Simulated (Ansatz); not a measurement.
`[F][GaH][GaH2]` + HCl → `[F][GaH][Cl]` + `[GaH3]` at 700 K and 1 bar (cleavage of the Ga–Ga bond).

Computed with Ansatz on PBE0-D4/def2-TZVP structures; ΔE is electronic, products minus reactants. CBS: MP2 limit from def2 TZ/QZ plus the TZ coupled-cluster correction, frozen cores. This one scheme is used for every species. For Ga outer-core shells are correlated without core-valence functions, which leaves a few kJ/mol of doubt a bond. Scalar relativity is left out up to krypton.

| species | CCSD(T)/CBS energy (Eh) | H − E (kJ/mol) | S (J/(mol·K)) |
| --- | --- | --- | --- |
| `[F][GaH][GaH2]` | -3949.49740 | 116.1 | 419.4 |
| HCl | -460.38127 | 38.4 | 211.8 |
| `[F][GaH][Cl]` | -2484.20089 | 67.7 | 352.5 |
| `[GaH3]` | -1925.70545 | 80.8 | 262.3 |

H − E and S are ideal-gas, rigid-rotor, harmonic terms from PBE0-D4/def2-TZVP. 1 Eh = 2625.50 kJ/mol, R = 8.31446 J/(mol·K).

Task: By hand: ΔE, ΔH, ΔS and ΔG.

Result: ΔE = (-2484.20089) + (-1925.70545) − (-3949.49740) − (-460.38127) = -0.02767 Eh = -72.6 kJ/mol. Δ(H − E) = 67.7 + 80.8 − 116.1 − 38.4 = -6.0, so ΔH = -78.6 kJ/mol. ΔS = 352.5 + 262.3 − 419.4 − 211.8 = -16.4 J/(mol·K). ΔG = -78.6 − 700 × (-16.4)/1000 = -67.1 kJ/mol.

Task: By hand: the equilibrium constant, and the temperature at which ΔG would vanish if ΔH and ΔS stayed fixed.

Result: log₁₀ K = −ΔG/(RT ln 10) = 5.0. ΔG = 0 at ΔH/ΔS = 4793 K, far beyond where these terms or the molecules hold.

ΔH outweighs TΔS. A doubt of 5 kJ/mol in ΔE shifts log₁₀ K by 0.4 here. These are equilibria of isolated gas molecules and say nothing of rates. Largest T1 diagnostic: 0.014 (customary marks: 0.02 for closed shells, 0.045 for open ones).
